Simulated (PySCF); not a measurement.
A PySCF script (with the pyscf-properties extension) for the NMR shieldings of `FC(F)=C(F)[SiH2]S[SiH3]`, C2H5F3SSi2, on a GFN2-xTB geometry:

```python
import basis_set_exchange as bse
import numpy as np
from pyscf import gto, dft
from pyscf.prop import nmr

atoms = """
F    -2.826026    1.511330    0.787055
C    -2.359862    0.269412    0.852018
F    -3.106829   -0.456653    1.672735
C    -1.302824   -0.124544    0.161748
F    -0.907526   -1.413081    0.288016
Si   -0.259661    0.963970   -0.994602
S     1.696283    1.177861   -0.184293
Si    2.417819   -0.850964    0.129637
H    -0.828047    2.294726   -1.023312
H    -0.226889    0.246463   -2.264331
H     1.733254   -1.393110    1.292650
H     3.835297   -0.624838    0.351274
H     2.130622   -1.600085   -1.086325
"""
names = dict.fromkeys(["F", "C", "Si", "S", "H"], "pcSseg-1")
basis = {el: gto.basis.parse(bse.get_basis(n, elements=[el], fmt="nwchem")) for el, n in names.items()}
mol = gto.M(atom=atoms, basis=basis, charge=0, verbose=0)
mf = dft.RKS(mol, xc="PBE0")
mf.grids.level = 2
mf.grids.alignment = dft.numint.BLKSIZE   # the property module wants whole blocks of grid points
mf.conv_tol = 1e-9
mf.kernel()

calc = nmr.RKS(mf)   # GIAO
C = mf.mo_coeff
Co = C[:, mf.mo_occ > 0]
resp = mf.gen_response(singlet=True, hermi=2)
def vind(x):   # induced exchange potential for any number of trial vectors
    d = np.einsum("pi,xij,qj->xpq", C, 2 * x.reshape(-1, C.shape[1], Co.shape[1]), Co, optimize=True)
    return np.einsum("xpq,pi,qj->xij", resp(d - d.transpose(0, 2, 1)), C, Co, optimize=True).ravel()
mo1, _ = nmr.rhf.solve_mo1(calc, with_cphf=vind)
sigma = calc.kernel(mo1)
for i, s in enumerate(sigma):   # ppm
    print("%2d %-2s %9.2f" % (i, mol.atom_pure_symbol(i), np.trace(s) / 3))
```

**Question.** What does it print?

**Answer.** 
```
 0 F     283.21
 1 C      14.13
 2 F     255.01
 3 C      49.39
 4 F     388.44
 5 Si    389.72
 6 S     820.18
 7 Si    402.04
 8 H      26.59
 9 H      26.41
10 H      26.88
11 H      26.99
12 H      26.94
```

These numbers come from an equivalent density-fitted implementation of the same equations, which agrees with the script to about 0.01 ppm for H and up to a few tenths of a ppm for heavy atoms, so last digits may differ.

**Question.** Turn these shieldings into chemical shifts. References, each an isolated molecule treated in the same way: ¹⁹F (170.95 ppm) against CFCl3; TMS for ¹³C (186.93 ppm) and ²⁹Si (349.16 ppm) and ¹H (31.72 ppm); CS2 for ³³S (503.73 ppm).

**Answer.** Averaging equivalent atoms: F 2: -84.1; F 0: -112.3; F 4: -217.5; C 1: 172.8; C 3: 137.5; Si 5: -40.6; Si 7: -52.9; S 6: -316; H 8/9: 5.21; H 10/11/12: 4.78 ppm. Unscaled 19F shifts against computed CFCl3 carry errors that often reach 10 to 50 ppm.

Size and cost of the density-fitted run: 182 basis functions, 58 s wall time on 1 thread of an Arm Neoverse N1, shared host; peak memory 0.76 GiB.
